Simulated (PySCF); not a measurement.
Isomers of C4H12OSSi2, one GFN2-xTB conformer each. Single-point energies are computed at PBE0/pcSseg-1 (PySCF, gas phase, no added dispersion term), electronic only.

```
                           SMILES  GFN2-xTB relative energy (kcal/mol)
             [SiH3]O[SiH2]SCC1CC1                                  0.0
         CC[Si@@H](S[SiH3])C(C)=O                                 56.5
CO[C@@H]1[C@@H]([SiH3])[Si@@H]1SC                                105.8
CS[Si@@H]1[C@@H](C)[C@@H]1O[SiH3]                                 62.3
```

Conformers: `[SiH3:1][O:2][SiH2:3][S:4][CH2:5][CH:6]1[CH2:7][CH2:8]1` with Si1–O2–Si3–S4 40°, O2–Si3–S4–C5 35°, Si3–S4–C5–C6 66°, S4–C5–C6–C7 75°; `[CH3:1][CH2:2][Si@@H:3]([S:4][SiH3:5])[C:6]([CH3:7])=[O:8]` with C1–C2–Si3–S4 159°, C2–Si3–S4–Si5 144°, C2–Si3–C6–C7 43°; `[CH3:1][O:2][C@@H:3]1[C@@H:4]([SiH3:5])[Si@@H:6]1[S:7][CH3:8]` with C1–O2–C3–C4 -76°, C4–Si6–S7–C8 -99°; `[CH3:1][S:2][Si@@H:3]1[C@@H:4]([CH3:5])[C@@H:6]1[O:7][SiH3:8]` with C1–S2–Si3–C4 98°, C4–C6–O7–Si8 73°.

Problem. What does PBE0/pcSseg-1 give for the same structures?

Solution. 
```json
{"SMILES": "[SiH3]O[SiH2]SCC1CC1", "PBE0/pcSseg-1 E (Eh)": "-1211.38254", "PBE0/pcSseg-1 (kcal/mol)": "0.0", "GFN2-xTB (kcal/mol)": "0.0", "point group": "C1"}
{"SMILES": "CC[Si@@H](S[SiH3])C(C)=O", "PBE0/pcSseg-1 E (Eh)": "-1211.36817", "PBE0/pcSseg-1 (kcal/mol)": "9.0", "GFN2-xTB (kcal/mol)": "56.5", "point group": "C1"}
{"SMILES": "CS[Si@@H]1[C@@H](C)[C@@H]1O[SiH3]", "PBE0/pcSseg-1 E (Eh)": "-1211.31710", "PBE0/pcSseg-1 (kcal/mol)": "41.1", "GFN2-xTB (kcal/mol)": "62.3", "point group": "C1"}
{"SMILES": "CO[C@@H]1[C@@H]([SiH3])[Si@@H]1SC", "PBE0/pcSseg-1 E (Eh)": "-1211.28529", "PBE0/pcSseg-1 (kcal/mol)": "61.0", "GFN2-xTB (kcal/mol)": "105.8", "point group": "C1"}
```

Both levels put the same isomer lowest; measured from each level's own lowest isomer, the values differ by up to 47.5 kcal/mol (CC[Si@@H](S[SiH3])C(C)=O: 56.5 against 9.0). As drawn, the lowest has an Si–O bond, which the highest lacks; the highest has an Si–C bond, which the lowest lacks.

Problem. Which frontier levels, dipoles and rotational constants go with these structures?

Solution. 
```json
{"SMILES": "[SiH3]O[SiH2]SCC1CC1", "HOMO (eV, PBE0/pcSseg-1)": "-6.79", "LUMO (eV)": "-0.15", "dipole (D)": "1.86", "A, B, C (MHz)": "1593, 736.5, 588.4"}
{"SMILES": "CC[Si@@H](S[SiH3])C(C)=O", "HOMO (eV, PBE0/pcSseg-1)": "-6.98", "LUMO (eV)": "-1.45", "dipole (D)": "4.04", "A, B, C (MHz)": "1727, 826.7, 588.1"}
{"SMILES": "CS[Si@@H]1[C@@H](C)[C@@H]1O[SiH3]", "HOMO (eV, PBE0/pcSseg-1)": "-6.58", "LUMO (eV)": "-0.21", "dipole (D)": "1.69", "A, B, C (MHz)": "1383, 868.4, 582.2"}
{"SMILES": "CO[C@@H]1[C@@H]([SiH3])[Si@@H]1SC", "HOMO (eV, PBE0/pcSseg-1)": "-6.75", "LUMO (eV)": "-0.37", "dipole (D)": "1.82", "A, B, C (MHz)": "1595, 770.2, 562.5"}
```

Problem. As an exercise, what shares would exp(−E/RT) give at 1000 K from these electronic energies alone (no entropy, no degeneracies)?

Solution. RT = 1.987 kcal/mol: [SiH3]O[SiH2]SCC1CC1 98.9 %, CC[Si@@H](S[SiH3])C(C)=O 1.1 %, CS[Si@@H]1[C@@H](C)[C@@H]1O[SiH3] under 0.1 %, CO[C@@H]1[C@@H]([SiH3])[Si@@H]1SC under 0.1 %.
